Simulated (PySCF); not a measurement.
PySCF input for C₄, SMILES [C]1[C-]2[C][C+]12 (connectivity only; charge and spin as stated), neutral, multiplicity 1, TDA-CAM-B3LYP/def2-SVPD. The structure is a stationary point at B3LYP-D3(BJ)/def2-TZVP.

```python
import numpy as np
from pyscf import gto, scf, dft, tdscf

mol = gto.M(
    atom='''
    C     0.00000000    0.74655064    0.00000000
    C     0.00000000   -0.74655064    0.00000000
    C     0.00000000    0.00000000   -1.23322697
    C     0.00000000    0.00000000    1.23322697
    ''',
    basis='def2-SVPD',
    charge=0,
    spin=0,
    symmetry=True,
    max_memory=1600,
    verbose=4,
)
mf = dft.RKS(mol, xc='cam-b3lyp').density_fit(auxbasis='def2-universal-jkfit')
mf.grids.level = 3
mf.conv_tol = 1e-9
mf.max_cycle = 100
mf.kernel()
mf.grids = dft.Grids(mol).set(level=1).build(with_non0tab=True)  # coarser grid for the response kernel
td = tdscf.TDA(mf)
td.singlet = True
td.nstates = 10
td.conv_tol = 1e-4
td.positive_eig_threshold = 1e-6
td.kernel(x0=td.get_init_guess(mf, 15))
td.analyze()
tt = tdscf.TDA(mf)
tt.singlet = False
tt.nstates = 4
tt.conv_tol = 1e-4
tt.positive_eig_threshold = 1e-6
tt.kernel(x0=tt.get_init_guess(mf, 9))
tt.analyze(verbose=3)
```

Log of the run:

```
PySCF version 2.14.0

[INPUT] verbose = 4
[INPUT] num. atoms = 4
[INPUT] num. electrons = 24
[INPUT] charge = 0
[INPUT] spin (= nelec alpha-beta = 2S) = 0
[INPUT] symmetry True subgroup None
[INPUT] Mole.unit = angstrom
[INPUT] Symbol           X                Y                Z      unit          X                Y                Z       unit  Magmom
[INPUT]  1 C      0.000000000000   0.746550640000   0.000000000000 AA    0.000000000000   1.410776247719   0.000000000000 Bohr   0.0
[INPUT]  2 C      0.000000000000  -0.746550640000   0.000000000000 AA    0.000000000000  -1.410776247719   0.000000000000 Bohr   0.0
[INPUT]  3 C      0.000000000000   0.000000000000  -1.233226970000 AA    0.000000000000   0.000000000000  -2.330461222727 Bohr   0.0
[INPUT]  4 C      0.000000000000   0.000000000000   1.233226970000 AA    0.000000000000   0.000000000000   2.330461222727 Bohr   0.0

nuclear repulsion = 73.3420196039166
point group symmetry = D2h
symmetry origin: [0. 0. 0.]
symmetry axis x: [1. 0. 0.]
symmetry axis y: [0. 1. 0.]
symmetry axis z: [0. 0. 1.]
num. orbitals of irrep Ag = 20
num. orbitals of irrep B1g = 6
num. orbitals of irrep B2g = 6
num. orbitals of irrep B3g = 8
num. orbitals of irrep Au = 4
num. orbitals of irrep B1u = 14
num. orbitals of irrep B2u = 14
num. orbitals of irrep B3u = 8
number of shells = 32
number of NR pGTOs = 120
number of NR cGTOs = 80
basis = def2-SVPD
ecp = {}


[settings echo left out]
init E= -152.623050454028
HOMO (B1u) = -0.259783933394385  LUMO (B2g) = -0.159147483965365  gap/eV = 2.73846
cycle= 1 E= -151.842290301214  delta_E= 0.781  |g|= 0.26  |ddm|= 3.09
HOMO (Ag) = -0.393023883535673  LUMO (B2g) = -0.170734597649337  gap/eV = 6.04880
cycle= 2 E= -151.859222965335  delta_E= -0.0169  |g|= 0.138  |ddm|= 0.989
HOMO (Ag) = -0.365214302603277  LUMO (B2g) = -0.138705018753116  gap/eV = 6.16363
cycle= 3 E= -151.864026844343  delta_E= -0.0048  |g|= 0.023  |ddm|= 0.234
HOMO (Ag) = -0.367399281159984  LUMO (B2g) = -0.135704311565368  gap/eV = 6.30474
cycle= 4 E= -151.864167173148  delta_E= -0.00014  |g|= 0.0116  |ddm|= 0.0471
HOMO (Ag) = -0.367175163742262  LUMO (B2g) = -0.137243799621321  gap/eV = 6.25675
cycle= 5 E= -151.864204300367  delta_E= -3.71e-05  |g|= 0.000807  |ddm|= 0.0362
HOMO (Ag) = -0.367114614429202  LUMO (B2g) = -0.137093217587853  gap/eV = 6.25920
cycle= 6 E= -151.864204687376  delta_E= -3.87e-07  |g|= 0.000113  |ddm|= 0.00376
HOMO (Ag) = -0.367134230859704  LUMO (B2g) = -0.137114297725233  gap/eV = 6.25916
cycle= 7 E= -151.864204695798  delta_E= -8.42e-09  |g|= 1.82e-05  |ddm|= 0.00101
HOMO (Ag) = -0.367128911773694  LUMO (B2g) = -0.137109581772551  gap/eV = 6.25914
cycle= 8 E= -151.864204695969  delta_E= -1.71e-10  |g|= 2.31e-06  |ddm|= 7.13e-05
HOMO (Ag) = -0.367129663684189  LUMO (B2g) = -0.1371100607231  gap/eV = 6.25915
Extra cycle  E= -151.864204695972  delta_E= -3.01e-12  |g|= 6.19e-07  |ddm|= 7.91e-06
converged SCF energy = -151.864204695972
tot grids = 20720
Overwritten attributes  positive_eig_threshold  of <class 'pyscf.tdscf.rks.TDA'>


******** <class 'pyscf.tdscf.rks.TDA'> for <class 'pyscf.df.df_jk.DFSymAdaptedRKS'> ********
nstates = 10 singlet
deg_eia_thresh = 1.000e-03
wfnsym = None
conv_tol = 0.0001
eigh lindep = 1e-12
eigh level_shift = 0
eigh max_cycle = 100


Excitation energies (eV)
[2.04392991 2.37705939 4.17910786 4.20686027 5.32212584 5.84163142
 5.95844303 6.67133709 7.18078747 7.26844485]

** Singlet excitation energies and oscillator strengths **
Excited State   1:  B2g      2.04393 eV    606.60 nm  f=0.0000
      12 -> 13        0.70060
Excited State   2:  B3u      2.37706 eV    521.59 nm  f=0.0227
      11 -> 13       -0.70299
Excited State   3:  B1g      4.17911 eV    296.68 nm  f=0.0000
       9 -> 13       -0.14689
      12 -> 14       -0.68843
Excited State   4:   Au      4.20686 eV    294.72 nm  f=0.0000
      11 -> 14       -0.70563
Excited State   5:  B1g      5.32213 eV    232.96 nm  f=0.0000
       9 -> 13       -0.68748
      12 -> 14        0.14676
Excited State   6:  B2g      5.84163 eV    212.24 nm  f=0.0000
       9 -> 14        0.11577
      10 -> 13        0.68718
Excited State   7:  B3g      5.95844 eV    208.08 nm  f=0.0000
      11 -> 15       -0.70371
Excited State   8:  B2u      6.67134 eV    185.85 nm  f=0.1459
       8 -> 14        0.34923
      12 -> 15       -0.60988
Excited State   9:  B1u      7.18079 eV    172.66 nm  f=0.1049
       8 -> 13       -0.61857
       9 -> 15        0.32582
Excited State  10:  B2g      7.26844 eV    170.58 nm  f=0.0000
       9 -> 14        0.69234
      10 -> 13       -0.11553

** Transition electric dipole moments (AU) **
state          X           Y           Z        Dip. S.      Osc.
  1        -0.0000      0.0000      0.0000      0.0000      0.0000
  2         0.6243     -0.0000     -0.0000      0.3897      0.0227
  3        -0.0000     -0.0000     -0.0000      0.0000      0.0000
  4         0.0000     -0.0000      0.0000      0.0000      0.0000
  5         0.0000     -0.0000      0.0000      0.0000      0.0000
  6         0.0000     -0.0000      0.0000      0.0000      0.0000
  7        -0.0000     -0.0000     -0.0000      0.0000      0.0000
  8         0.0000     -0.9447     -0.0000      0.8925      0.1459
  9         0.0000     -0.0000      0.7722      0.5963      0.1049
 10         0.0000     -0.0000     -0.0000      0.0000      0.0000

** Transition velocity dipole moments (imaginary part, AU) **
state          X           Y           Z        Dip. S.      Osc.
  1        -0.0000     -0.0000      0.0000      0.0000      0.0000
  2        -0.0697     -0.0000     -0.0000      0.0049      0.0371
  3        -0.0000     -0.0000     -0.0000      0.0000      0.0000
  4        -0.0000     -0.0000      0.0000      0.0000      0.0000
  5        -0.0000     -0.0000      0.0000      0.0000      0.0000
  6         0.0000      0.0000      0.0000      0.0000      0.0000
  7         0.0000     -0.0000     -0.0000      0.0000      0.0000
  8        -0.0000     -0.0182     -0.0000      0.0003      0.0009
  9         0.0000     -0.0000      0.0283      0.0008      0.0020
 10         0.0000     -0.0000     -0.0000      0.0000      0.0000

** Transition magnetic dipole moments (imaginary part, AU) **
state          X           Y           Z
  1        -0.0000     -0.7541     -0.0000
  2         0.0000     -0.0000      0.0000
  3         0.0000     -0.0000     -0.9448
  4         0.0000      0.0000      0.0000
  5        -0.0000     -0.0000      1.4978
  6         0.0000      1.0174     -0.0000
  7         1.1859     -0.0000      0.0000
  8         0.0000     -0.0000      0.0000
  9        -0.0000      0.0000     -0.0000
 10        -0.0000     -1.3646     -0.0000


******** <class 'pyscf.tdscf.rks.TDA'> for <class 'pyscf.df.df_jk.DFSymAdaptedRKS'> ********
nstates = 4 triplet
deg_eia_thresh = 1.000e-03
wfnsym = None
conv_tol = 0.0001
eigh lindep = 1e-12
eigh level_shift = 0
eigh max_cycle = 100


Excitation energies (eV)
[0.9179266  1.22961496 2.7592161  4.11159458]

** Triplet excitation energies and oscillator strengths **
Excited State   1:  B3u      0.91793 eV   1350.70 nm  f=0.0000
Excited State   2:  B2g      1.22961 eV   1008.32 nm  f=0.0000
Excited State   3:  B1g      2.75922 eV    449.35 nm  f=0.0000
Excited State   4:   Au      4.11159 eV    301.55 nm  f=0.0000
```

Self-consistency was reached.
